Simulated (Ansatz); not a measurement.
Molecule: C$_{6}$H$_{11}$ (charge 0, doublet). It need not be the lowest isomer of its formula. 
Coordinates optimised at B3LYP-D3(BJ)/def2-TZVP (Ansatz, a first-principles code):
```xyz
17

C     -1.9900    -0.2878    -0.8283
C     -0.7446    -0.3299     0.0438
C     -0.2438     1.0480     0.5070
C      1.2103     0.8020     0.9496
C      1.6486    -0.3373     0.0881
C      0.4964    -0.9454    -0.6378
H     -2.2906    -1.2900    -1.1422
H     -1.8095     0.3041    -1.7297
H     -2.8325     0.1610    -0.2975
H     -0.9602    -0.9257     0.9382
H     -0.8666     1.4803     1.2915
H     -0.2585     1.7385    -0.3422
H      1.2460     0.5317     2.0163
H      1.8428     1.6898     0.8479
H      2.6714    -0.6758     0.0020
H      0.5053    -0.6717    -1.7059
H      0.4916    -2.0402    -0.6126
```
Charge 0, spin multiplicity 2.

Wanted: atomisation energy (electronic, to ground-state atoms), in eV. Valence correlation only, unless marked. Open shells are spin-unrestricted. Spin-orbit coupling is left out. Non-relativistic. The coupled-cluster limit lacks core correlation, which all-electron functionals hold. Basis-set limits of correlation are two-point, X^-3; Hartree-Fock from the larger set. [CCSD(T)-MP2]/basis is that difference in the basis named.

```csv
level,program,atomisation energy (eV)
PBE/def2-TZVPD,Ansatz,73.02
revPBE-D3(BJ)/def2-TZVPD,Ansatz + dftd3,71.63
r2SCAN-D4/def2-TZVPD,Ansatz + dftd4,72.16
B3LYP/def2-TZVPD,Ansatz,71.24
PBE0/6-31G*,Ansatz,72.66
PBE0/def2-SVP,Ansatz,73.17
PBE0-D3(BJ)/def2-TZVPD,Ansatz + dftd3,72.67
```

Task: Predict the RI-MP2/CBS(cc-pVTZ,cc-pVQZ)+[CCSD(T)-MP2]/cc-pVTZ result (Ansatz).

Result: 71.75 eV
